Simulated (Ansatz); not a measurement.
`[F][Ti]([Cl])([Cl])[SeH]`. The species carries charge 0 and has multiplicity 1. The geometry is a stationary point of PBE0-D4/def2-TZVP. It is one conformer, not always the lowest.

```xyz
6

F     1.550   -1.453   -0.510
Ti    0.134   -0.549   -0.090
Cl   -1.434   -0.736   -1.587
Cl   -0.653   -1.112    1.858
Se    0.887    1.723   -0.013
H    -0.485    2.127    0.343
```

(1) What is the dipole moment at PBE/def2-TZVPP? (Best estimate.)

(2) And with r2SCAN, B3LYP, ωB97M-V? (Estimate.)

(3) Give the Mulliken charges with PBE, r2SCAN, ωB97M-V in def2-TZVPP. (An estimate is asked.)

## Answers

(1) The calculation gave: 1.01 D, with components (-0.19, 0.98, 0.15) D in this frame, pointing from negative to positive charge.

(2) Computed: r2SCAN 1.02 D, B3LYP 1.11 D, ωB97M-V 0.95 D.

(3) Computed: 
```
atom    PBE  r2SCAN  ωB97M-V
  F1  -0.30   -0.34    -0.34
 Ti2   0.64    0.74     0.61
 Cl3  -0.18   -0.20    -0.15
 Cl4  -0.18   -0.20    -0.15
 Se5  -0.05   -0.08    -0.06
  H6   0.07    0.08     0.09
```

B3LYP here is the variant with VWN-RPA as its local correlation; programs differ in this.
